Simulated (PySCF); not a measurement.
**Deuteron quadrupole couplings in `C=C(C)[C@@H]1O[Si@@H](Cl)OC1=O`**

Compound: C5H7ClO3Si.
Cartesian coordinates in Å at the GFN2-xTB level; atoms count from 1:
```xyz
17
C5H7ClO3Si angstrom
C     -0.9186    1.3514   -0.6925
C     -1.0030    0.1868   -0.0716
C     -2.0805   -0.8189   -0.3198
C      0.0288   -0.2583    0.9401
O      0.8018    0.7896    1.4632
Si     2.3336    0.7765    0.9106
Cl     3.6475    0.7538    2.3861
O      2.2099   -0.7056    0.1674
C      0.9847   -1.2224    0.2254
O      0.6875   -2.2791   -0.2402
H     -0.1349    2.0583   -0.4835
H     -1.6553    1.6498   -1.4173
H     -1.6363   -1.7723   -0.6028
H     -2.6645   -0.9773    0.5862
H     -2.7433   -0.4822   -1.1113
H     -0.4599   -0.7809    1.7700
H      2.5956    1.7429   -0.1334
```

Level: PBE0/pcSseg-1 (PySCF, non-relativistic); Q(2H) = 0.00286 b; rigid geometry, the same for H and D, with no vibrational averaging.

Question: Rank these positions by the coupling χzz of a deuteron there, largest first.
A. H15 (methyl hydrogen)
B. H13 (methyl hydrogen)
C. H12 (vinylic hydrogen)
D. H16 (methine hydrogen)
E. H17 (Si–H hydrogen)

Answer: C (228 kHz), A (213 kHz), B (202 kHz), D (192 kHz), E (112 kHz).

Question: Give the electric field gradient Vzz (the principal value of largest size), its asymmetry and the 2H coupling at each hydrogen.

Answer: 
```tsv
atom	bonded to	bond length (Å)	Vzz (au)	η	χzz (kHz)
H11	C1	1.076	0.3398	0.06	228
H12	C1	1.076	0.3393	0.06	228
H13	C3	1.089	0.3004	0.02	202
H14	C3	1.089	0.3112	0.04	209
H15	C3	1.086	0.3170	0.04	213
H16	C4	1.096	0.2858	0.05	192
H17	Si6	1.447	0.1663	0.01	112
```

Question: Average by the element that carries the hydrogen.

Answer: on C: 212 kHz over 6 positions, mean bond length 1.085 Å; on Si: 112 kHz over 1 position, mean bond length 1.447 Å.

One conformer (not necessarily the lowest) at the GFN2-xTB geometry, without solvent, vibrations or thermal averaging. GFN2-xTB bond lengths can be off by several hundredths of an ångström, more for odd bonds, and the gradients follow them. The basis is small and wasn't made for field gradients, so the couplings can be 20 % off.
